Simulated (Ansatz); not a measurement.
Gas-phase electronic energies from Ansatz, PBE0-D4/def2-TZVP geometries. CCSD(T)/CBS is the MP2 limit (def2-TZVPP, def2-QZVPP) plus CCSD(T) − MP2 in def2-TZVPP, frozen cores. This one scheme is used for every species. Functionals use def2-TZVPP. B3LYP here is the variant with VWN-RPA as its local correlation; programs differ in this. For Ge outer-core shells are correlated without core-valence functions, which leaves a few kJ/mol of doubt a bond. Scalar relativity is left out up to krypton. Each species was taken in one conformer, which may not be the lowest.

Reaction (ligand exchange at a Ge–F bond): `[F][Ge][SH]` + CH₃OH → `C[O][Ge][SH]` + H–F

Task: Is it downhill or uphill in electronic energy at CCSD(T)/CBS, and by how much? (Best estimate.)

Result: Ansatz gave: Uphill: ΔE = +25.1 kJ/mol.

Task: What do these levels give: BLYP-D4, B97M-V, PBE0-D4, B3LYP-D4, r2SCANh-D4, r2SCAN0-D4, PBE, BLYP, r2SCANh, CCSD(T)/def2-SVP, HF/def2-TZVPP, HF/CBS(def2)? (An estimate is asked.)

Result: The calculation gave: BLYP-D4 29.7, B97M-V 37.4, PBE0-D4 30.0, B3LYP-D4 31.1, r2SCANh-D4 32.6, r2SCAN0-D4 32.3, PBE 36.0, BLYP 43.3, r2SCANh 34.5, CCSD(T)/def2-SVP 29.7, HF/def2-TZVPP 48.0, HF/CBS(def2) 50.0 kJ/mol.

Largest T1 diagnostic among the species: 0.015.

At CCSD(T), def2-SVP lies +4.6 kJ/mol from the extrapolated value and def2-TZVPP −0.6 kJ/mol. In def2-TZVPP, CCSD(T) changes the Hartree–Fock value by −23.5 kJ/mol (the triples alone add −4.1 kJ/mol) and MP2 by −28.3 kJ/mol. The D4 term adds −10.7 kJ/mol with B3LYP and −5.8 kJ/mol with PBE0; it sums over pairs of atoms, weighted by their polarisabilities, and B3LYP, whose exchange is more repulsive, gets the larger term.
